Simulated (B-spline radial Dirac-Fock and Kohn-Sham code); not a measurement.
## Subshell cross sections of Ne²⁺, photon energy 163 eV

System: Ne²⁺, [He] 2s2 2p4.

Calculated with a radial finite-basis atomic code, using the independent-particle Dirac-Slater model, thresholds from Dirac-Fock. The asymmetry parameter β is from the dipole term alone. Kinetic energies are from the vacuum level. Open shells are spread statistically over j, without multiplet splitting.

```csv
subshell,electrons,binding (eV),kinetic (eV),σ (kb),β
2s,2,91.17,71.83,435,2.00
2p1/2,1.33,65.66,97.34,366,1.50
2p3/2,2.67,65.53,97.47,?,?
```

**Question.** What are σ and β for 2p3/2?

**Answer.** σ = 728 kb, the largest of all subshells and 48 % of the total, and β = 1.50.

At such low photon energies correlation between channels can change these cross sections by tens of per cent.

Run: 1.5 s of CPU time on 1 thread of Intel(R) Xeon(R) Platinum 8375C CPU @ 2.90GHz (shared host), peak memory 0.35 GiB.
